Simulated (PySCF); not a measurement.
**Stationary points of Zn(OH)₂**

Computed with PySCF, PBE0, basis Zn def2-TZVP, O def2-TZVP, H def2-TZVP (no relativity, density fitting).

Relaxations began from a few typed shapes. The search is not exhaustive: other isomers or separated fragments can lie lower, and high-lying points may rest on an excited occupation.

```json
{"spin": "singlet", "group": "C2", "bonds": "O–H 0.959 Å (×2), Zn–O 1.766 Å (×2)", "angles": "H–O–Zn 115.0° (×2), O–Zn–O 174.6°", "imaginary modes (cm⁻¹)": "none", "ΔE (kJ/mol)": "0.0", "ΔE with ZPE (kJ/mol)": "0.0"}
{"spin": "singlet", "group": "C2h", "bonds": "O–H 0.959 Å (×2), Zn–O 1.767 Å (×2)", "angles": "H–O–Zn 115.2° (×2), O–Zn–O 180.0°", "imaginary modes (cm⁻¹)": "147i", "ΔE (kJ/mol)": "1.5", "ΔE with ZPE (kJ/mol)": "–"}
```

The lowest minimum found is the singlet C2: O–H 0.959 Å (×2), Zn–O 1.766 Å (×2); H–O–Zn 115.0° (×2), O–Zn–O 174.6°.

For the lowest minimum: stability towards spin polarisation was not tested.
